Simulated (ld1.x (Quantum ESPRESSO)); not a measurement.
## Configuration tests for carbon (C) (PAW)

ld1.x (Quantum ESPRESSO) 7.5 input, shortened:

```
&input
   title='C', zed=6., rel=0, dft='PBE', iswitch=3,
   config='[He] 2s1 2p3 3d-2'
 /
 &inputp
   pseudotype=3, lpaw=.true., tm=.true., lloc=-1, rcloc=1.90,
   nlcc=.true., new_core_ps=.true.,
   which_augfun='PSQ', rmatch_augfun_nc=.true.
 /
6
2S  1  0   1.00   0.00  0.95  1.15  0.0
2S  1  0   0.00   3.70  0.95  1.15  0.0
2P  2  1   3.00   0.00  2.00  2.25  0.0
2P  2  1   0.00   1.80  2.00  2.25  0.0
3D  3  2  -2.00  -0.15  1.75  2.25  0.0
3D  3  2  -2.00   0.90  1.75  2.25  0.0
 &test
   configts(1)='2s1 2p3'
 /
```

Energies are relative to the spin-unpolarised reference configuration 2s1 2p3; without spin polarisation the order of configurations can differ from experiment.

Question: Give the all-electron excitation energy and the error of the potential for: 2s2 2p2; 2s2 2p1; 2s2 2p0; 2s2 2p2.3; 2s1 2p2; 2s1 2p0; 2s0 2p4.

Answer:

```
valence configuration  charge  ΔE all-electron (eV)  error AE − PS (meV)
              2s2 2p2       0                -8.463                 +6.0
              2s2 2p1      +1                 2.402                  +23
              2s2 2p0      +2                26.562                  +41
            2s2 2p2.3    -0.3                -9.622                 +3.6
              2s1 2p2      +1                11.139                 +2.8
              2s1 2p0      +3                74.735                 -4.2
              2s0 2p4       0                 8.482                  0.0
```
